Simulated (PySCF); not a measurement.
C₆H₈F₂.
Geometry (GFN2-xTB, Å), atoms numbered from 1 in this order:
```xyz
16
C6H8F2 angstrom
F      0.265    0.805    2.284
C      0.242   -0.198    1.333
C      1.368    0.023    0.307
C      0.821   -0.452   -1.043
C     -0.678   -0.307   -0.906
F     -1.422   -1.065   -1.763
C     -1.252    0.972   -0.401
C     -1.045   -0.192    0.542
H      0.357   -1.135    1.890
H      1.591    1.090    0.279
H      2.278   -0.502    0.587
H      1.220    0.126   -1.878
H      1.049   -1.505   -1.214
H     -0.620    1.842   -0.320
H     -2.273    1.189   -0.672
H     -1.909   -0.683    0.962
```

Method used: CAM-B3LYP/def2-SVPD in PySCF (dipole) on a GFN2-xTB geometry, gas phase.

Take the most abundant isotopes and a rigid rotor. The values belong to one conformer with, in the numbering `[F:1][C@@H:2]1[CH2:3][CH2:4][C@:5]2([F:6])[CH2:7][C@H:8]12`, F1–C2–C3–C4 -145°, C2–C3–C4–C5 25°, C3–C4–C5–F6 -159°, C4–C5–C7–C8 -97°.

(1) Give the principal moments of inertia and the rotational constants in GHz.

(2) Classify the top.

(3) What does the inertial defect say?

(4) Give the other two planar moments, Paa and Pbb, and the rms extents of the mass along the axes.

(5) List the rotational levels J(Ka,Kc) to J = 3 (MHz).

(6) Which lines would a microwave search look for?

Results:

(1) Ia = 128.04, Ib = 305.77, Ic = 367.99 u·Å²; 505379 MHz·u·Å²/I gives 3947, 1653 and 1373 MHz, that is A = 3.9471, B = 1.6528, C = 1.3734 GHz.

(2) An asymmetric top. Ray's parameter κ = (2B − A − C)/(A − C) = -0.783; −1 is the prolate and +1 the oblate limit.

(3) Not planar: Δ = Ic − Ia − Ib = -65.82 u·Å². For a rigid frame Δ = −2 Σ m c², so Σ m c² = 32.91 u·Å² lies off the ab plane: 11.81 from hydrogen and 21.10 from heavier atoms. The atom farthest from that plane is 1.82 Å away.

(4) Paa = Σ m a² = (Ib + Ic − Ia)/2 = 272.86 and Pbb = Σ m b² = (Ia + Ic − Ib)/2 = 95.13 u·Å². With the mass M = 118.06 u, the rms extents √(P/M) along a, b and c are 1.52, 0.90, 0.53 Å.

(5) Above 0(0,0):
J = 1: 1(0,1) 3026, 1(1,1) 5320, 1(1,0) 5600
J = 2: 2(0,2) 9055, 2(1,2) 11093, 2(1,1) 11932, 2(2,1) 18815, 2(2,0) 18839
J = 3: 3(0,3) 18038, 3(1,3) 19738, 3(1,2) 21414, 3(2,2) 27893, 3(2,1) 28012, 3(3,1) 40078, 3(3,0) 40079

(6) The dipole components are |μa| = 0.01 D, |μb| = 1.09 D, |μc| = 0.02 D. Intensities carry the squares of the components, which stand as 0.00 : 1.00 : 0.00 (a : b : c). Some lines, for components of 0.1 D or more:

```
type  branch         J(Ka,Kc)    MHz  lower level (cm⁻¹)
   b       R  3(1,2) ← 2(2,1)   2599               0.628
   b       Q  3(1,2) ← 3(0,3)   3376               0.602
   b       R  2(0,2) ← 1(1,1)   3734               0.177
   b       Q  4(1,3) ← 4(0,4)   4113               0.998
   b       Q  4(2,2) ← 4(1,3)   6303               1.135
   b       Q  3(2,1) ← 3(1,2)   6598               0.714
   b       R  3(0,3) ← 2(1,2)   6945               0.370
   b       Q  2(2,1) ← 2(1,2)   7721               0.370
   b       R  2(1,2) ← 1(0,1)   8067               0.101
   b       Q  3(2,2) ← 3(1,3)   8155               0.658
   b       Q  4(2,3) ← 4(1,4)   8740               1.042
   b       R  4(0,4) ← 3(1,3)  10174               0.658
   b       R  3(1,3) ← 2(0,2)  10684               0.302
   b       Q  3(3,0) ← 3(2,1)  12067               0.934
   b       Q  3(3,1) ← 3(2,2)  12185               0.930
   b       Q  4(3,2) ← 4(2,3)  12248               1.334
   b       R  4(1,4) ← 3(0,3)  13202               0.602
   b       R  2(2,1) ← 1(1,0)  13215               0.187
   b       R  2(2,0) ← 1(1,1)  13518               0.177
   b       Q  4(4,0) ← 4(3,1)  16989               1.742
   b       Q  4(4,1) ← 4(3,2)  16998               1.742
   b       R  3(3,0) ← 2(2,1)  21264               0.628
   b       R  4(3,1) ← 3(2,2)  24343               0.930
   b       R  4(4,1) ← 3(3,0)  29146               1.337
   b       R  4(4,0) ← 3(3,1)  29147               1.337
```

Not checked by GFN2-xTB frequencies. No vibrational averaging or centrifugal distortion is included, and the geometry carries the error of its method.

The run took 61 s on one thread, Arm Neoverse V1, no GPU, shared host. This is the CAM-B3LYP/def2-SVPD job that gave the dipole, with the excitations it also computed.
